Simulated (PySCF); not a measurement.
C2H7BeN. Atoms are numbered in the order given.

```xyz
11

Be     0.2071    -0.7954     0.0000
C      0.6442     0.8331     0.0000
C     -0.4945     1.8582     0.0000
H      1.3046     1.0120    -0.8718
H      1.3046     1.0120     0.8718
H     -1.1450     1.7476     0.8832
H     -1.1450     1.7476    -0.8832
H     -0.1299     2.8997     0.0000
N     -0.1782    -2.2493     0.0000
H     -0.3340    -2.8198    -0.8246
H     -0.3340    -2.8198     0.8246
```

Coordinates come from a PBE0-D3(BJ)/def2-SVP optimisation. The values are those of a single conformer.

Computed with PBE0/pcSseg-1 in PySCF.

GIAO shieldings, no solvent; atoms alike by connectivity are averaged. δ = σ(ref) − σ: ¹³C against TMS (σ = 186.3 ppm); ¹H against TMS (σ = 31.56 ppm); ¹⁵N against NH3 (σ = 267.4 ppm), references at their B3LYP-D3(BJ)/def2-TZVP geometries, non-relativistic.

```csv
nucleus,atoms,count,δ (ppm)
¹³C,C3,1,12.9
¹³C,C2,1,-1.6
¹H,"H6, H7, H8",3,1.36
¹H,"H10, H11",2,1.13
¹H,"H4, H5",2,0.27
¹⁵N,N9,1,29.8
```
